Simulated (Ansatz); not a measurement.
tin monoxide (OSn), singlet, geometry from GFN2-xTB (such geometries of metal compounds can be far from the true shape) (core potentials on Sn), with bond 1-2 at 2.2 times its length; B3LYP/def2-SV(P) (Ansatz, a quantum-chemistry and plane-wave program).

Ansatz was given this input:
Ansatz 0.2 input:
```yaml
crystal:
  periodic: [false, false, false]
  atoms:
    - {symbol: Sn, position_ang: [0.00000000, 0.00000000, -2.41329368]}
    - {symbol: O, position_ang: [0.00000000, 0.00000000, 1.55495727]}
basis:
  gaussian:
    orbitals: def2-SV_P_.json
hamiltonian:
  xc: b3lyp
```
The basis file holds def2-SV(P) in the JSON format of the Basis Set Exchange.

It wrote (shortened):

```
Functional definition: B3LYP
471 factors; integrals over basis functions are off by at most 1.5e-4 eV
mean field evaluation 1: about -7839.7077 eV, gradient 8.6e1 eV
mean field evaluation 2: about -7411.9712 eV, gradient 1.0e2 eV
mean field evaluation 4: about -7688.8333 eV, gradient 9.6e1 eV
mean field evaluation 8: about -7870.2111 eV, gradient 8.7e0 eV
mean field evaluation 16: about -7870.3876 eV, gradient 1.1e-2 eV
mean field evaluation 32: about -7870.3876 eV, gradient 3.3e-3 eV
mean field evaluation 64: about -7870.4283 eV, gradient 1.2e-1 eV
mean field evaluation 96: about -7870.3744 eV, gradient 1.4e0 eV
mean field evaluation 128: about -7870.3492 eV, gradient 5.9e-1 eV
mean field evaluation 160: about -7868.9621 eV, gradient 2.0e1 eV
mean field evaluation 192: about -7870.3762 eV, gradient 3.5e-1 eV
mean field evaluation 224: about -7870.3831 eV, gradient 1.9e0 eV
mean field -7870.42844936 eV, -289.2329107461 hartree, gradient 5.9e-6 eV, S^2 0.000000; 12 other end points of the search recorded, 0 dependent functions left out
reference -7870.42861973 eV, -289.2329170069 hartree; 15, 15 occupied and 25, 25 virtual orbitals, 471 factors
Total energy: -7870.42861973 eV, -289.2329170069 hartree
```
